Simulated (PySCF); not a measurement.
C₂H₃ClF₂Si, SMILES F/C=C\[Si@H](F)Cl.

Coordinates come from a PBE-D3(BJ)/def2-SVP optimisation. The structure was generated by enumeration; whether it is a known compound was not checked. One conformer was computed; it need not be the lowest.

Method: TDDFT-PBE/def2-SVPD (PySCF 2.14.0).

Vertical excitations. Isolated molecule, no solvent.

Computed UV-visible absorptions:
| state | energy (eV) | λ (nm) | f | main pairs |
|---|---|---|---|---|
| S1 | 5.66 | 219 | 0.009 | HOMO−1→LUMO 94 % |
| S2 | 6.03 | 206 | 0.116 | HOMO−2→LUMO 67 %, HOMO→LUMO 28 % |
| S3 | 6.40 | 194 | 0.134 | HOMO→LUMO 50 %, HOMO−2→LUMO 30 % |
| S4 | 6.63 | 187 | 0.004 | HOMO→LUMO+1 95 % |
| S5 | 6.73 | 184 | 0.002 | HOMO−3→LUMO 93 % |
| S6 | 7.07 | 175 | 0.003 | HOMO−4→LUMO 97 % |
| S7 | 7.31 | 170 | 0.013 | HOMO→LUMO+2 86 % |
| S8 | 7.35 | 169 | 0.017 | HOMO−1→LUMO+1 89 % |
| S9 | 7.54 | 164 | 0.002 | HOMO→LUMO+4 48 %, HOMO→LUMO+3 38 %, HOMO−5→LUMO 13 % |
| S10 | 7.59 | 163 | 0.002 | HOMO−5→LUMO 86 % |
| T1 | 4.13 | 300 | 0 | HOMO→LUMO 96 % |
| T2 | 5.48 | 226 | 0 | HOMO−1→LUMO 98 % |
| T3 | 5.90 | 210 | 0 | HOMO−2→LUMO 98 % |
| T4 | 6.50 | 191 | 0 | HOMO−3→LUMO 95 % |
Triplets are in the Tamm–Dancoff approximation, which puts them higher than full response would, so one can lie above its singlet here.
